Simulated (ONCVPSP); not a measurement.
# Ranking ONCV potentials for oxygen

All share these settings but for the change named:

```json
{
 "Element": "oxygen (O)",
 "Generator": "ONCVPSP 4.0.1",
 "Type": "optimised norm-conserving Vanderbilt (ONCV)",
 "Functional": "LDA (Perdew-Zunger)",
 "Relativity": "fully relativistic",
 "Frozen core": "[He]",
 "Valence charge": "6",
 "Reference configuration": "2s2 2p3.5 (charge +0.5)",
 "Partial waves": "2s: rc 0.90 bohr, ncon 3, nbas 6, qcut 7.8 1/bohr, 3 projectors, debl 2.4 Ha; 2p: rc 2.05 bohr, ncon 3, nbas 8, qcut 7.7 1/bohr, 1 projector",
 "Local potential": "polynomial inside 0.75 bohr (lpopt 5, dvloc0 0 Ha)",
 "Core correction": "Teter function, fcfact 3, rcfact 1"
}
```

Open shells are filled in proportion to 2j + 1.

Cutoff: the first of the cutoffs (Ha) at which the residual kinetic energy of the hardest occupied pseudo-wave falls to 1 and 0.1 mHa per electron; the density cutoff is not measured.

The base gives 32 Ha.

Of 9 variants that were run, those that failed, showed a ghost or another fault, or gave nearly equal values are left out.

A variant can come out equal or close to the base.

Q: Rank these variants from softest to hardest (loose cutoff).
A. s: qcut 8.4
B. s: qcut 11.6
C. s: qcut 6.5

A: A (33 Ha), B (43 Ha), C (90 Ha).
